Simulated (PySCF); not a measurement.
Delta-SCF ions had no search for a lower state. 

Cartesian coordinates (Å):
SMILES: C[CH2][Sn]([CH2]C)([CH2]C)[CH2]C
```xyz
29

C     -2.6101    -1.1811    -0.8565
C     -1.1507    -1.5148    -1.1398
Sn     0.2561    -0.1036    -0.2732
C      0.4128     1.6735    -1.5093
C     -0.9130     2.3883    -1.7390
C      2.2120    -1.0145    -0.0442
C      3.1921    -0.1403     0.7275
C     -0.4634     0.4463     1.6998
C     -0.4974    -0.7287     2.6686
H     -3.2967    -1.9237    -1.2976
H     -2.8212    -1.1506     0.2246
H     -2.8956    -0.1981    -1.2641
H     -0.8950    -2.5127    -0.7471
H     -0.9587    -1.5539    -2.2247
H      0.8668     1.3701    -2.4674
H      1.1406     2.3444    -1.0230
H     -0.7917     3.2990    -2.3500
H     -1.3836     2.6977    -0.7914
H     -1.6390     1.7457    -2.2634
H      2.5974    -1.2472    -1.0504
H      2.0666    -1.9834     0.4616
H      2.8267     0.0860     1.7426
H      3.3633     0.8262     0.2261
H      4.1782    -0.6221     0.8408
H     -1.4659     0.8895     1.5821
H      0.1864     1.2519     2.0797
H     -0.8656    -0.4360     3.6667
H      0.5027    -1.1698     2.8119
H     -1.1540    -1.5381     2.3092
```
Charge 0, multiplicity 1.

Question: What dipole moment, HOMO–LUMO gap and vertical ionisation energy (Delta-SCF) does PBE0-D3(BJ)/def2-TZVP // PBE0-D3(BJ)/def2-SVP (PySCF) give?

Answer: 
```yaml
dipole_moment: 0.18 D
HOMO–LUMO gap: 7.59 eV
vertical ionisation energy (Delta-SCF): 8.53 eV
```
